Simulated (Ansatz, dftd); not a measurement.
Reaction: H5SiPO (SMILES P[SiH2]O) → H4SiPO (SMILES O[SiH]P, doublet) + H (doublet) (the H-Si bond breaks)
Each species at its own B3LYP-D3(BJ)/def2-TZVP minimum (Ansatz, a program for electronic structure), one conformer.

Quantity: bond dissociation energy (electronic), in kJ/mol. Radicals and triplets start from unrestricted determinants; spin-orbit coupling is neglected. CBS(X,Y): correlation extrapolated as X^-3, Hartree-Fock from the larger set. A bracket is a step between two methods taken in the basis named. The functionals are non-relativistic, so their misses hold any scalar relativity. Double hybrids freeze cores in their MP2 part. 'core' is core correlation in cc-pwCVTZ (1s frozen past Ne), 'X2C' scalar relativity in cc-pVTZ-DK, both at CCSD(T). For partners of very few electrons the exact lower level stands in for a higher one.

Compared with CCSD(T)/CBS(cc-pV(T+d)Z,cc-pV(Q+d)Z) + [CCSDT(Q) - CCSD(T)]/cc-pV(D+d)Z + core + X2C (Ansatz): 401.7 kJ/mol.

Costs are rough ratios of core time, to one figure, on one kind of shared machine, summed over the single points of the molecules; atoms, geometries and frequencies are left out. The first row took roughly 10 core seconds; short runs hold start-up time.

```tsv
level	program	cost relative to the first row	difference (kJ/mol)
PBE-D3(BJ)/def2-TZVPD	Ansatz + dftd3	1	-32.3
PBE0-D3(BJ)/def2-TZVPD	Ansatz + dftd3	1	-24.3
CAM-B3LYP/def2-TZVPD	Ansatz	1	-9.0
B2PLYP-D4/def2-TZVPD	Ansatz + dftd4	2	-13.5
B2GP-PLYP-D3(BJ)/def2-TZVPD	Ansatz + dftd3	2	-12.8
B2GP-PLYP/def2-TZVPD	Ansatz	2	-12.6
wB97X-V/def2-TZVPD	Ansatz	3	-3.3
```

The dearest row costs roughly 3 times the first. Costs within a factor of two don't rank. The table holds for this case alone.
